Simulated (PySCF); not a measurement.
SMILES C=C[SiH2]C(C)=O, GFN2-xTB optimised geometry.

```
14

C      2.30     1.37     1.75
C      1.59     0.25     1.63
Si     1.06    -0.53     0.00
C     -0.87    -0.53     0.00
C     -1.55     0.81     0.00
O     -1.50    -1.57     0.01
H      2.57     1.79     2.70
H      2.64     1.92     0.88
H      1.28    -0.25     2.54
H      1.52    -1.92    -0.10
H      1.51     0.29    -1.13
H     -2.64     0.71     0.01
H     -1.23     1.37     0.87
H     -1.25     1.37    -0.89
```

Density from PySCF with PBE0/def2-TZVP at that geometry.

Minimum of the electron density along straight lines between bonded atoms, close to the bond critical point (lines longer than 1.1 times the sum of covalent radii, or with two minima, are not listed):

```json
[
 {"bond": "C1–C2", "length / Å": "1.325", "ρ at the minimum / e bohr⁻³": "0.354", "∇²ρ there / e bohr⁻⁵": "-1.09", "position (fraction from the first atom)": "0.50"},
 {"bond": "C2–Si3", "length / Å": "1.884", "ρ at the minimum / e bohr⁻³": "0.118", "∇²ρ there / e bohr⁻⁵": "0.20", "position (fraction from the first atom)": "0.61"},
 {"bond": "Si3–C4", "length / Å": "1.932", "ρ at the minimum / e bohr⁻³": "0.115", "∇²ρ there / e bohr⁻⁵": "0.14", "position (fraction from the first atom)": "0.38"},
 {"bond": "C4–C5", "length / Å": "1.507", "ρ at the minimum / e bohr⁻³": "0.261", "∇²ρ there / e bohr⁻⁵": "-0.68", "position (fraction from the first atom)": "0.51"},
 {"bond": "C4–O6", "length / Å": "1.210", "ρ at the minimum / e bohr⁻³": "0.418", "∇²ρ there / e bohr⁻⁵": "0.02", "position (fraction from the first atom)": "0.33"},
 {"bond": "C1–H7", "length / Å": "1.080", "ρ at the minimum / e bohr⁻³": "0.287", "∇²ρ there / e bohr⁻⁵": "-1.03", "position (fraction from the first atom)": "0.65"},
 {"bond": "C1–H8", "length / Å": "1.078", "ρ at the minimum / e bohr⁻³": "0.289", "∇²ρ there / e bohr⁻⁵": "-1.04", "position (fraction from the first atom)": "0.65"},
 {"bond": "C2–H9", "length / Å": "1.085", "ρ at the minimum / e bohr⁻³": "0.281", "∇²ρ there / e bohr⁻⁵": "-0.98", "position (fraction from the first atom)": "0.64"},
 {"bond": "Si3–H10", "length / Å": "1.461", "ρ at the minimum / e bohr⁻³": "0.126", "∇²ρ there / e bohr⁻⁵": "0.18", "position (fraction from the first atom)": "0.49"},
 {"bond": "Si3–H11", "length / Å": "1.467", "ρ at the minimum / e bohr⁻³": "0.123", "∇²ρ there / e bohr⁻⁵": "0.19", "position (fraction from the first atom)": "0.49"},
 {"bond": "C5–H12", "length / Å": "1.088", "ρ at the minimum / e bohr⁻³": "0.279", "∇²ρ there / e bohr⁻⁵": "-0.96", "position (fraction from the first atom)": "0.64"},
 {"bond": "C5–H13", "length / Å": "1.088", "ρ at the minimum / e bohr⁻³": "0.276", "∇²ρ there / e bohr⁻⁵": "-0.94", "position (fraction from the first atom)": "0.64"},
 {"bond": "C5–H14", "length / Å": "1.088", "ρ at the minimum / e bohr⁻³": "0.276", "∇²ρ there / e bohr⁻⁵": "-0.94", "position (fraction from the first atom)": "0.64"}
]
```
